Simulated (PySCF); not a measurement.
PySCF input file for 2-pyrimidin-2-yl-1,3,4-oxadiazole (C6H4N4O), SMILES c1cnc(-c2nnco2)nc1, PBE-D3(BJ)/def2-SVP. Geometry: PBE-D3(BJ)/def2-SVP. Other conformers were not sampled.

```python
import numpy as np
from pyscf import gto, scf, dft, df
from pyscf.hessian import thermo

mol = gto.M(
    atom='''
    C     0.05882776   -3.14663113    0.00000000
    C    -1.16255057   -2.45263819    0.00000000
    N    -1.22899003   -1.11655801    0.00000000
    C    -0.04905663   -0.46781166    0.00000000
    C    -0.11190687    1.00322846    0.00000000
    N    -1.16819778    1.78286909    0.00000000
    N    -0.69501424    3.08345135    0.00000000
    C     0.60813798    2.99517319    0.00000000
    O     1.05696149    1.71637571    0.00000000
    N     1.17968431   -1.02090057    0.00000000
    C     1.22043746   -2.35992712    0.00000000
    H     0.10202598   -4.24523134    0.00000000
    H    -2.12525300   -2.99488637    0.00000000
    H     1.34874911    3.80269451    0.00000000
    H     2.22307547   -2.82397683    0.00000000
    ''',
    basis='def2-SVP',
    charge=0,
    spin=0,
    max_memory=1600,
    verbose=3,
)
mf = dft.RKS(mol, xc='pbe').density_fit(auxbasis='def2-universal-jkfit')
mf.disp = 'd3bj'
mf.grids.level = 3
mf.conv_tol = 1e-11
mf.max_cycle = 100
mf.kernel()

# analytic Hessian; the response equations are solved on a coarser grid
h, args, fine = mf.Hessian(), (mf.mo_energy, mf.mo_coeff, mf.mo_occ), mf.grids
h.max_memory = max(150, 2.5e-5 * df.make_auxmol(mol, mf.with_df.auxbasis).nao * mol.nelec[0] * (mol.nelec[0] + mol.nao))  # MB; small integral blocks
h1ao = h.make_h1(mf.mo_coeff, mf.mo_occ)
mf.grids = dft.Grids(mol).set(level=1).build(with_non0tab=True)
mo1, mo_e1 = h.solve_mo1(*args, h1ao)
mf.grids = fine
hess = h.hess_elec(*args, mo1, mo_e1, h1ao) + h.hess_nuc()
if mf.do_disp():
    hess += h.get_dispersion()
for i in range(mol.natm):  # the analytic DFT Hessian lacks the response of the grid: restore translational invariance
    hess[i, i] -= hess[i].sum(axis=0)
hess = (hess + hess.transpose(1, 0, 3, 2)) / 2
vib = thermo.harmonic_analysis(mol, hess, imaginary_freq=False)
thermo.dump_normal_mode(mol, vib)
th = thermo.thermo(mf, vib['freq_au'][vib['freq_au'] > 0], 298.15, 101325)
thermo.dump_thermo(mol, th)
g0 = mf.nuc_grad_method().set(verbose=0).kernel()

# dipole derivatives [dipole axis, atom, xyz] from the same response
r, irp = mol.intor('int1e_r'), mol.intor('int1e_irp').reshape(3, 3, mol.nao, mol.nao)
sl, dm0, ok = mol.aoslice_by_atom(), np.array(mf.make_rdm1()), []
dmu = np.einsum('a,xt->xat', mol.atom_charges(), np.eye(3))
for a, (_, _, p0, p1) in enumerate(sl):
    dmu[:, a] += 2 * np.einsum('xtij,ij->xt', irp[:, :, :, p0:p1], dm0.reshape(-1, mol.nao, mol.nao).sum(0)[:, p0:p1])
    for u, c, occ, f in [(mo1, mf.mo_coeff, mf.mo_occ, 4)]:
        dmu[:, a] -= f * np.einsum('tui,xuv,vi->xt', u[a], r, c[:, occ > 0], optimize=True)
L = vib['norm_mode']
ir = 974.8801 * (np.einsum('xat,kat->kx', dmu, L) ** 2).sum(1)       # km/mol
apt = np.einsum('xax->a', dmu) / 3
print('mode   freq/cm-1   IR/(km/mol)')
for k, w in enumerate(vib['freq_wavenumber']):
    print(f'{k + 1:4d} {w:11.2f} {ir[k]:13.3f}')
print('max |gradient| / (hartree/bohr):', abs(g0).max())
print('APT charges:', apt.round(4))
```

Log of the run:

```
[...]
       6   N                -0.00  0.00  0.00    0.01  0.01  0.00   -0.00 -0.03 -0.00
       7   C                -0.00  0.02 -0.00    0.00  0.01  0.00   -0.01  0.14 -0.00
       8   O                -0.02 -0.03  0.00   -0.00  0.01  0.00   -0.02 -0.15  0.00
       9   N                -0.02  0.01 -0.00    0.01  0.07 -0.00    0.02 -0.01  0.00
      10   C                 0.12 -0.01 -0.00    0.08  0.01 -0.00   -0.00 -0.02  0.00
      11   H                 0.19 -0.10 -0.00   -0.81 -0.07 -0.00   -0.09  0.03  0.00
      12   H                -0.30  0.23  0.00    0.02 -0.00  0.00    0.10 -0.18 -0.00
      13   H                 0.07 -0.06  0.00    0.02 -0.01  0.00   -0.02  0.16  0.00
      14   H                 0.24  0.23  0.00    0.16  0.18  0.00   -0.06 -0.15 -0.00
Mode                                24                  25                  26
Irrep
Freq [cm^-1]                     1135.3404           1227.1457           1252.4059
Reduced mass [au]                   2.0463              2.2521              1.5115
Force const [Dyne/A]                1.5541              1.9982              1.3968
Char temp [K]                    1633.5021           1765.5894           1801.9333
Normal mode                   x     y     z       x     y     z       x     y     z
       0   C                 0.01 -0.03  0.00   -0.00 -0.01 -0.00    0.02  0.00  0.00
       1   C                 0.01  0.05 -0.00    0.02  0.03 -0.00    0.03  0.04 -0.00
       2   N                 0.02  0.02 -0.00    0.01 -0.00 -0.00    0.02 -0.05  0.00
       3   C                -0.00 -0.10 -0.00   -0.01 -0.09  0.00   -0.11  0.02 -0.00
       4   C                -0.06 -0.09 -0.00   -0.01 -0.04 -0.00   -0.02  0.00 -0.00
       5   N                 0.02  0.01  0.00   -0.04  0.06  0.00    0.02 -0.02 -0.00
       6   N                 0.04  0.02  0.00   -0.09 -0.06  0.00   -0.00 -0.00  0.00
       7   C                -0.01  0.10 -0.00    0.04  0.11 -0.00    0.00  0.01  0.00
       8   O                 0.01 -0.06  0.00    0.06 -0.02 -0.00    0.00  0.00  0.00
       9   N                -0.01  0.01 -0.00    0.00 -0.01  0.00    0.01  0.06 -0.00
      10   C                -0.01  0.03 -0.00   -0.02  0.03  0.00    0.04 -0.05 -0.00
      11   H                 0.08 -0.03 -0.00    0.02 -0.01  0.00    0.07  0.00 -0.00
      12   H                -0.09  0.23  0.00   -0.05  0.17 -0.00   -0.21  0.46 -0.00
      13   H                -0.39  0.45  0.00    0.51 -0.30  0.00    0.03 -0.02  0.00
      14   H                 0.04  0.16  0.00    0.02  0.12 -0.00   -0.19 -0.58  0.00
Mode                                27                  28                  29
Irrep
Freq [cm^-1]                     1300.2962           1344.1064           1408.4923
Reduced mass [au]                  11.1989              3.1725              2.4211
Force const [Dyne/A]               11.1561              3.3769              2.8299
Char temp [K]                    1870.8367           1933.8698           2026.5068
Normal mode                   x     y     z       x     y     z       x     y     z
       0   C                -0.09 -0.00 -0.00    0.01  0.02 -0.00    0.07 -0.04 -0.00
       1   C                 0.05 -0.10  0.00    0.05  0.01  0.00   -0.04 -0.07  0.00
       2   N                 0.05  0.10 -0.00   -0.04 -0.05  0.00    0.01  0.09 -0.00
       3   C                -0.15  0.01  0.00   -0.01 -0.08  0.00    0.06 -0.07  0.00
       4   C                -0.01  0.00  0.00    0.14  0.07  0.00    0.05 -0.03  0.00
       5   N                 0.01 -0.01 -0.00   -0.08  0.03  0.00   -0.04  0.03  0.00
       6   N                 0.00  0.00  0.00    0.05  0.00 -0.00    0.01  0.00 -0.00
       7   C                -0.00 -0.00 -0.00   -0.03 -0.07 -0.00   -0.00 -0.01 -0.00
       8   O                -0.00  0.01 -0.00   -0.03  0.01 -0.00   -0.00  0.00 -0.00
       9   N                 0.06 -0.10  0.00    0.03 -0.04  0.00   -0.08  0.02 -0.00
      10   C                 0.05  0.09  0.00   -0.03  0.05  0.00    0.03  0.09  0.00
      11   H                 0.10  0.00  0.00   -0.08  0.02  0.00   -0.28 -0.06  0.00
      12   H                 0.00  0.01 -0.00   -0.17  0.42 -0.00   -0.04 -0.07 -0.00
      13   H                -0.00 -0.00 -0.00   -0.12 -0.00 -0.00   -0.02 -0.00  0.00
      14   H                 0.00 -0.03 -0.00    0.02  0.17 -0.00   -0.23 -0.47  0.00
Mode                                30                  31                  32
Irrep
Freq [cm^-1]                     1425.2044           1487.1823           1554.3182
Reduced mass [au]                   3.2450              5.8533             10.3163
Force const [Dyne/A]                3.8835              7.6274             14.6843
Char temp [K]                    2050.5518           2139.7242           2236.3179
Normal mode                   x     y     z       x     y     z       x     y     z
       0   C                 0.08  0.04 -0.00   -0.02 -0.01 -0.00    0.08 -0.00  0.00
       1   C                 0.02 -0.09  0.00    0.00  0.01  0.00   -0.04  0.02 -0.00
       2   N                -0.06 -0.01 -0.00    0.00 -0.01  0.00    0.03  0.03  0.00
       3   C                 0.07  0.11  0.00   -0.01 -0.00  0.00   -0.04 -0.12 -0.00
       4   C                -0.08 -0.01 -0.00    0.06 -0.01  0.00   -0.08  0.19  0.00
       5   N                 0.05 -0.03 -0.00   -0.03 -0.00 -0.00    0.07 -0.05 -0.00
       6   N                -0.04  0.01  0.00   -0.14  0.03 -0.00   -0.03 -0.02  0.00
       7   C                 0.04  0.02 -0.00    0.20 -0.05 -0.00    0.03 -0.02 -0.00
       8   O                 0.01 -0.01  0.00   -0.03 -0.00  0.00   -0.00 -0.01 -0.00
       9   N                 0.02 -0.08  0.00   -0.00  0.01  0.00    0.02 -0.00  0.00
      10   C                -0.04  0.05  0.00    0.01  0.00  0.00   -0.05 -0.00 -0.00
      11   H                -0.27  0.03  0.00    0.04 -0.00  0.00   -0.10 -0.01  0.00
      12   H                -0.23  0.34 -0.00    0.02 -0.02 -0.00    0.00 -0.06  0.00
      13   H                 0.02  0.05 -0.00   -0.13  0.28 -0.00    0.00  0.00 -0.00
      14   H                -0.05  0.06 -0.00    0.01 -0.02  0.00   -0.03  0.05 -0.00
Mode                                33                  34                  35
Irrep
Freq [cm^-1]                     1566.7914           1587.6011           3081.9722
Reduced mass [au]                   7.6139              6.7838              1.0917
Force const [Dyne/A]               11.0123             10.0741              6.1096
Char temp [K]                    2254.2640           2284.2046           4434.2718
Normal mode                   x     y     z       x     y     z       x     y     z
       0   C                 0.15 -0.00 -0.00   -0.02 -0.07  0.00   -0.00 -0.01  0.00
       1   C                -0.09  0.05  0.00   -0.04  0.14 -0.00    0.06  0.03 -0.00
       2   N                 0.05  0.00  0.00   -0.03 -0.10  0.00   -0.00  0.00 -0.00
       3   C                -0.12  0.05  0.00    0.02  0.03 -0.00   -0.00 -0.00 -0.00
       4   C                 0.05 -0.09 -0.00   -0.02  0.03 -0.00   -0.00  0.00 -0.00
       5   N                -0.04  0.02  0.00    0.02 -0.01  0.00   -0.00 -0.00  0.00
       6   N                 0.01  0.01 -0.00    0.00 -0.00  0.00    0.00  0.00  0.00
       7   C                -0.00  0.00 -0.00   -0.01  0.00  0.00   -0.00  0.00  0.00
       8   O                -0.00  0.01 -0.00    0.00 -0.00 -0.00    0.00  0.00 -0.00
       9   N                 0.06 -0.04  0.00    0.01 -0.09 -0.00    0.00  0.00 -0.00
      10   C                -0.07 -0.02  0.00    0.05  0.15 -0.00   -0.05  0.02  0.00
      11   H                -0.16 -0.02  0.00    0.03 -0.09 -0.00   -0.01  0.15  0.00
      12   H                 0.00 -0.14  0.00    0.10 -0.13  0.00   -0.64 -0.35 -0.00
      13   H                -0.01  0.01 -0.00    0.00 -0.01 -0.00    0.00  0.00  0.00
      14   H                -0.03  0.08 -0.00   -0.08 -0.18 -0.00    0.54 -0.24 -0.00
Mode                                36                  37                  38
Irrep
Freq [cm^-1]                     3083.0159           3144.9338           3216.6177
Reduced mass [au]                   1.0931              1.0968              1.1009
Force const [Dyne/A]                6.1218              6.3917              6.7112
Char temp [K]                    4435.7734           4524.8595           4627.9967
Normal mode                   x     y     z       x     y     z       x     y     z
       0   C                -0.00  0.00  0.00    0.00 -0.08  0.00   -0.00  0.00 -0.00
       1   C                 0.05  0.02 -0.00   -0.01 -0.00 -0.00   -0.00 -0.00  0.00
       2   N                -0.00  0.00  0.00    0.00  0.00 -0.00   -0.00 -0.00  0.00
       3   C                -0.00  0.00 -0.00   -0.00  0.00 -0.00    0.00 -0.00  0.00
       4   C                -0.00 -0.00 -0.00   -0.00  0.00 -0.00    0.00  0.00 -0.00
       5   N                -0.00  0.00  0.00    0.00 -0.00  0.00    0.00  0.00 -0.00
       6   N                 0.00 -0.00  0.00    0.00 -0.00  0.00    0.00 -0.00 -0.00
       7   C                -0.00  0.00  0.00   -0.00  0.00  0.00   -0.06 -0.06  0.00
       8   O                 0.00 -0.00 -0.00   -0.00 -0.00 -0.00   -0.00  0.00 -0.00
       9   N                -0.00 -0.00 -0.00   -0.00  0.00 -0.00   -0.00 -0.00  0.00
      10   C                 0.06 -0.03 -0.00    0.01 -0.00 -0.00   -0.00  0.00  0.00
      11   H                 0.01 -0.02 -0.00   -0.04  0.94  0.00    0.00 -0.00  0.00
      12   H                -0.53 -0.29 -0.00    0.09  0.05 -0.00    0.00  0.00  0.00
      13   H                 0.00  0.00  0.00    0.00  0.00  0.00    0.64  0.70  0.00
      14   H                -0.67  0.31  0.00   -0.10  0.04 -0.00    0.00 -0.00  0.00
temperature 298.1500 [K]
pressure 101325.00 [Pa]
Rotational constants [GHz] 3.75711 0.73560 0.61516
Symmetry number 1
Zero-point energy (ZPE) 0.10101 [Eh]   265190.454 [J/mol]
                           tot       elec      trans        rot        vib
Entropy [J/mol/K]       374.301      0.000    171.080    123.956     79.265
Cv [J/mol/K]            122.356      0.000     12.472     12.472     97.413
Cp [J/mol/K]            130.671      0.000     20.786     12.472     97.413
Internal energy [J/mol]                      3718.434   3718.434 278262.874
Internal energy [Eh]   -524.16294  -524.27176
Enthalpy [J/mol]                             6197.391   3718.434 278262.874
Enthalpy [Eh]          -524.16200
Gibbs free energy [J/mol]                  -44810.121 -33239.026 254629.961
Gibbs free energy [Eh] -524.20450
mode   freq/cm-1   IR/(km/mol)
   1       57.99         3.935
   2      100.63         3.698
   3      151.41         4.109
   4      249.79         0.346
   5      361.36         0.140
   6      386.46         0.000
   7      452.13         2.829
   8      496.59         0.026
   9      619.47         9.787
  10      648.72        11.684
  11      714.85        20.037
  12      736.96        16.649
  13      791.91         4.799
  14      807.88         5.158
  15      836.62        12.767
  16      949.59         3.703
  17      955.53        17.368
  18      964.79         0.000
  19      980.49         0.080
  20      982.69         0.131
  21     1035.99        21.614
  22     1059.76         2.751
  23     1075.72         1.639
  24     1103.64        31.091
  25     1135.34        13.771
  26     1227.15         0.338
  27     1252.41         6.333
  28     1300.30         0.321
  29     1344.11         6.794
  30     1408.49        49.764
  31     1425.20        58.747
  32     1487.18        41.447
  33     1554.32        37.125
  34     1566.79        58.718
  35     1587.60        88.826
  36     3081.97        17.455
  37     3083.02        17.563
  38     3144.93         3.369
  39     3216.62         2.604
max |gradient| / (hartree/bohr): 5.744327698473163e-05
APT charges: [-0.1948  0.3282 -0.4881  0.6003  0.2294 -0.1115 -0.2957  0.2346 -0.3309
 -0.4878  0.3105  0.055   0.0197  0.1129  0.0182]
```

The calculation finished and met its thresholds.

Cost: around 11 core-minutes (rough).
